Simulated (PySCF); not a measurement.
## Electronic absorption of benzoic acid

Benzoic acid, C₇H₆O₂.
Z-matrix (Å and degrees, PBE0-D3(BJ)/def2-SVP geometry), rows numbered from 1:
```
O 
C   1  1.2056
O   2  1.3406  1  122.29
C   2  1.4854  1  124.58  3  -179.92
C   4  1.3987  2  117.84  1    -0.29
C   5  1.3905  4  119.99  2  -179.93
C   6  1.3957  5  119.91  4    -0.04
C   7  1.3950  6  120.22  5     0.01
C   8  1.3921  7  120.04  6    -0.00
H   3  0.9688  2  106.12  1     0.15
H   5  1.0919  4  118.34  2     0.02
H   6  1.0924  5  120.00  4   179.96
H   7  1.0929  6  119.91  5  -180.00
H   8  1.0924  7  120.05  6   179.99
H   9  1.0910  4  119.42  2    -0.04
```

Level of theory: TDDFT B3LYP/def2-SVPD, vertical, gas phase, core orbitals frozen in the response (PySCF).

```tsv
state	λ (nm)	E (eV)	f	symmetry	main configurations (H = HOMO, L = LUMO)
S1	253.1	4.90	0.0000	–	H-2→L (96%)
S2	252.2	4.92	0.018	A′	H→L (73%), H-1→L+1 (17%)
S3	227.9	5.44	0.221	A′	H-1→L (79%), H→L+1 (9%), H→L (9%)
S4	194.2	6.39	0.0002	–	H-2→L+1 (99%)
S5	192.4	6.44	0.156	A′	H-1→L+1 (62%), H→L (14%), H→L+4 (9%)
S6	185.6	6.68	0.555	A′	H→L+1 (72%)
S7	181.9	6.82	0.0000	–	H-4→L (99%)
S8	181.0	6.85	0.059	A′	H-3→L (74%), H-2→L+2 (11%)
S9	180.4	6.87	0.0005	–	H→L+2 (89%), H→L+3 (9%)
S10	179.0	6.92	0.0007	–	H-1→L+2 (94%)
```

Triplets, Tamm–Dancoff:

| state | E (eV) | λ (nm) | main configurations (H = HOMO, L = LUMO) |
| --- | --- | --- | --- |
| T1 | 3.81 | 325.0 | H-1→L (70%), H→L (13%), H→L+1 (11%) |
| T2 | 4.17 | 297.4 | H→L (82%), H-1→L (14%) |
| T3 | 4.54 | 273.2 | H-2→L (94%) |
| T4 | 4.60 | 269.6 | H→L+1 (78%), H-1→L (12%) |

The lowest singlet lies at 4.90 eV (253 nm, ultraviolet) and is dark (f under 0.0005); its leading configuration is HOMO-2→LUMO (96%). The strongest level in the table is S6 at 6.68 eV (186 nm, f = 0.555). Löwdin shares by element: HOMO carbon 76% or more (atoms not listed hold the other 24%); LUMO carbon 45% or more, oxygen 13% or more (atoms not listed hold the other 42%). Of the 10 states listed, 5 reach f = 0.01 and 3 stay under 0.0005. The oscillator strengths of these states sum to 1.011; summed over the whole spectrum of an exact calculation they would give the number of electrons, 64 (Thomas–Reiche–Kuhn). Orbital energies (eV): HOMO-3 -9.24, HOMO-2 -8.03, HOMO-1 -7.54, HOMO -7.47, LUMO -1.78, LUMO+1 -0.79, LUMO+2 0.13. All these states lie below the vertical ionisation energy of 9.54 eV (ΔSCF). Symmetry labels in Cs follow from the direction of the transition dipole and are given only for states with f of 0.002 or more. Singlets were solved by full linear response, triplets in the Tamm–Dancoff approximation.

One conformer stands for the species.
